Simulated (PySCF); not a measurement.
Can point charges reproduce the dipole moment of `FC(F)(F)[SiH2]NCC[SiH3]`?

Coordinates (GFN2-xTB, Å) and charges (e) from the PBE0/pcSseg-1 density (PySCF):

| atom | x | y | z | Mulliken | IAO | Hirshfeld | ESP-fitted |
| --- | --- | --- | --- | --- | --- | --- | --- |
| F1 | 3.649 | -1.250 | 0.104 | -0.2741 | -0.2837 | -0.1065 | -0.1669 |
| C2 | 2.900 | -0.428 | 0.864 | +0.5203 | +0.5494 | +0.1686 | +0.3314 |
| F3 | 2.303 | -1.221 | 1.784 | -0.2857 | -0.2914 | -0.1050 | -0.1616 |
| F4 | 3.772 | 0.336 | 1.552 | -0.2784 | -0.2870 | -0.1085 | -0.1703 |
| Si5 | 1.640 | 0.635 | -0.157 | +0.7435 | +0.8749 | +0.3604 | +0.4067 |
| N6 | 0.384 | -0.478 | -0.450 | -0.6812 | -0.6746 | -0.2384 | -0.7289 |
| C7 | -0.815 | -0.137 | -1.185 | -0.0146 | -0.1338 | -0.0188 | +0.0989 |
| C8 | -1.828 | 0.656 | -0.362 | -0.5312 | -0.5472 | -0.1629 | -0.2163 |
| Si9 | -2.404 | -0.228 | 1.226 | +0.4510 | +0.5834 | +0.3119 | +0.3806 |
| H10 | 1.400 | 1.817 | 0.680 | -0.0986 | -0.1513 | -0.0790 | -0.0739 |
| H11 | 2.298 | 0.989 | -1.411 | -0.0863 | -0.1259 | -0.0694 | -0.0442 |
| H12 | 0.216 | -1.218 | 0.218 | +0.2198 | +0.2640 | +0.1094 | +0.3641 |
| H13 | -0.503 | 0.451 | -2.053 | +0.1211 | +0.1368 | +0.0428 | +0.0826 |
| H14 | -1.277 | -1.059 | -1.547 | +0.1282 | +0.1411 | +0.0438 | +0.0574 |
| H15 | -1.384 | 1.620 | -0.105 | +0.1432 | +0.1420 | +0.0362 | +0.0973 |
| H16 | -2.688 | 0.868 | -0.998 | +0.1454 | +0.1492 | +0.0434 | +0.0495 |
| H17 | -3.493 | 0.553 | 1.812 | -0.0755 | -0.1091 | -0.0746 | -0.1077 |
| H18 | -1.300 | -0.329 | 2.181 | -0.0696 | -0.1165 | -0.0758 | -0.1026 |
| H19 | -2.880 | -1.568 | 0.868 | -0.0774 | -0.1202 | -0.0774 | -0.0962 |

Problem. What dipole does each set of charges give (1 e·Å = 4.803 D), and what does the density give?

Solution. The full density gives (-2.83, 1.17, -1.50) D, 3.41 D in size; dipole vectors point from the negative to the positive end.

| scheme | μx | μy | μz | size (D) | share of the full size (%) | angle to the full dipole (°) |
| --- | --- | --- | --- | --- | --- | --- |
| Mulliken | -4.18 | 2.74 | -2.06 | 5.40 | 158 | 10 |
| IAO | -3.49 | 2.40 | -1.77 | 4.59 | 135 | 11 |
| Hirshfeld | -1.91 | 0.71 | -1.00 | 2.27 | 67 | 2 |
| ESP-fitted | -2.88 | 1.21 | -1.54 | 3.48 | 102 | 0 |

Problem. Which set comes closest?

Solution. Length of the difference vector: ESP-fitted 0.07 D, Hirshfeld 1.14 D, IAO 1.42 D, Mulliken 2.14 D. Closest: ESP-fitted. ESP charges are fitted to the potential around the molecule, whose slowest-falling term is the dipole's. 

Problem. What is left for the Hirshfeld atoms' own dipoles?

Solution. The shares of the density sum to the whole, so what Σ q r misses lies in dipoles about the nuclei. The atomic dipoles sum to (-2.83, 1.17, -1.50) − (-1.91, 0.71, -1.00) = (-0.92, 0.46, -0.50) D, 1.14 D in size.

Problem. With the origin at the mean of the coordinates, (-0.001, 0.000, 0.159) Å, which are the largest single terms, by size, of the IAO dipole along the direction of the full one?

Solution. C2 -7.56, C8 -5.18, F4 +5.00, F1 +4.68, F3 +4.26 D; all 19 atoms together +4.50 D. The single terms depend on the origin, their sum doesn't.

Problem. Give the size of the full dipole in other units.

Solution. 3.41 D = 1.342 au = 0.710 e·Å = 11.38 × 10⁻³⁰ C·m.

One conformer (not necessarily the lowest) at the GFN2-xTB geometry, without solvent, vibrations or thermal averaging.

The run behind these numbers computed NMR shieldings as well. Hardware: one thread, Arm Neoverse V1 (aarch64) (shared host). Cost: 48 s wall, 0.96 GiB resident at most.

The values belong to the conformer `[F:1][C:2]([F:3])([F:4])[SiH2:5][NH:6][CH2:7][CH2:8][SiH3:9]`: F1–C2–Si5–N6 79°, C2–Si5–N6–C7 179°, Si5–N6–C7–C8 -78°, N6–C7–C8–Si9 -58°.
